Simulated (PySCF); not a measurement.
GeH7NOSi.

```xyz
11

Si    -1.3541    -0.2206    -0.9795
N     -2.9895    -0.4489    -0.5098
O     -0.3140    -0.0264     0.3042
Ge     1.4291     0.2188     0.5262
H     -1.3017     1.0075    -1.8285
H     -0.9384    -1.4295    -1.7529
H     -3.2688    -1.3194    -0.0710
H     -3.5143     0.3291    -0.1257
H      1.8416     1.5383    -0.1548
H      2.1873    -0.9679    -0.1003
H      1.6590     0.2836     2.0428
```

The structure is a stationary point at PBE0-D3(BJ)/def2-SVP. This is a generated structure with no PubChem entry under its InChIKey; it may be hypothetical. One conformer was computed; it need not be the lowest.

The numbers are results of PBE/pcSseg-1 run with PySCF, not measurements. Non-relativistic, no solvent.

Computed absolute GIAO shielding of each atom: isotropic value and principal components (ppm):
```
atom  σ(iso)     σ11     σ22     σ33   span
----  ------  ------  ------  ------  -----
Si1    370.4   319.7   384.1   407.2   87.5
N2     222.9   196.1   222.3   250.2   54.1
O3     281.9   232.1   280.4   333.1  101.1
Ge4   1366.5  1245.1  1255.2  1599.1  354.0
H5      26.3    22.1    25.3    31.4    9.3
H6      26.3    22.1    25.3    31.4    9.3
H7      30.0    24.0    26.2    39.9   15.9
H8      30.0    24.0    26.1    39.8   15.8
H9      25.8    19.6    22.0    36.0   16.5
H10     25.8    19.6    22.0    36.0   16.4
H11     26.0    19.6    21.9    36.5   16.9
```
